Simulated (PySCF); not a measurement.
## From a computed spectrum to the compound

A species of 9 atoms with charge 0 has these harmonic modes (BP86, small Gaussian bases with core potentials, PySCF 2.14.0):

```tsv
cm⁻¹	km/mol	symmetry
59	18.2	a'
74	0.8	a''
82	0.1	a''
136	85.4	a''
139	76.1	a'
152	73.3	a'
163	6.5	a''
167	4.4	a'
195	182.2	a'
198	13.7	a''
223	322.8	a''
231	286.7	a'
253	245.0	a'
663	144.0	a'
670	159.1	a''
670	156.0	a'
696	2.8	a'
3887	225.0	a'
3898	278.0	a''
3898	279.2	a'
3902	37.4	a'
```

Problem. Which species is it, and in which structure?

Solution. Hf(OH)4 (singlet):
```xyz
9

Hf   -0.0008    0.0000    0.0017
O     1.7436    0.0000   -0.8530
H     2.6535    0.0000   -1.1713
O    -0.1791    1.5897    1.1063
H    -0.3525    2.3797    1.6307
O    -1.3833    0.0000   -1.3708
H    -1.8415    0.0000   -2.2199
O    -0.1791   -1.5896    1.1063
H    -0.3525   -2.3796    1.6308
```
Ideal gas at 298.15 K and 1 bar: S = 445.5 J/(mol K), Cp = 150.3 J/(mol K), H − H(0 K) = 32.8 kJ/mol (rigid rotor, harmonic modes, spin degeneracy alone; the modes under 60 cm⁻¹ make these uncertain). 
 The answer isn't unique; the calculation gave this one.
